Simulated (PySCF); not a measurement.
C2H7NSi2. Atoms are numbered in the order given.

```xyz
12

Si     1.7364     0.7164     0.2988
C      0.3784    -0.5852     0.1912
N     -0.6679    -0.3571     1.2410
C     -1.7334    -0.0721     0.5758
Si    -0.9756    -0.3338    -1.1294
H      1.1224     2.0674     0.1387
H      2.4582     0.6546     1.6016
H      2.7090     0.4928    -0.8131
H      0.8243    -1.5896     0.2855
H     -2.6717     0.1795     1.0896
H     -1.4289    -1.5327    -1.8914
H     -0.8603     0.8169    -2.0726
```

Geometry optimised at ωB97X-D3(BJ)/def2-SVP. The structure was generated by enumeration; whether it is a known compound was not checked.

The numbers are results of HF/pcSseg-1 (PySCF), not measurements.

GIAO shieldings, no solvent; atoms listed in one row are averaged. δ = σ(ref) − σ: ²⁹Si against TMS (σ = 393.8 ppm); ¹³C against TMS (σ = 192.6 ppm); ¹⁵N against NH3 (σ = 267.3 ppm); ¹H against TMS (σ = 31.99 ppm), references at their B3LYP-D3(BJ)/def2-TZVP geometries, non-relativistic.

Computed chemical shifts:
| nucleus | atoms | count | δ (ppm) |
|---|---|---|---|
| ²⁹Si | Si5 | 1 | -16.0 |
| ²⁹Si | Si1 | 1 | -52.5 |
| ¹³C | C4 | 1 | 204.4 |
| ¹³C | C2 | 1 | 42.4 |
| ¹⁵N | N3 | 1 | 565.4 |
| ¹H | H10 | 1 | 9.50 |
| ¹H | H11 | 1 | 5.30 |
| ¹H | H12 | 1 | 5.21 |
| ¹H | H6, H7, H8 | 3 | 4.11 |
| ¹H | H9 | 1 | 3.66 |
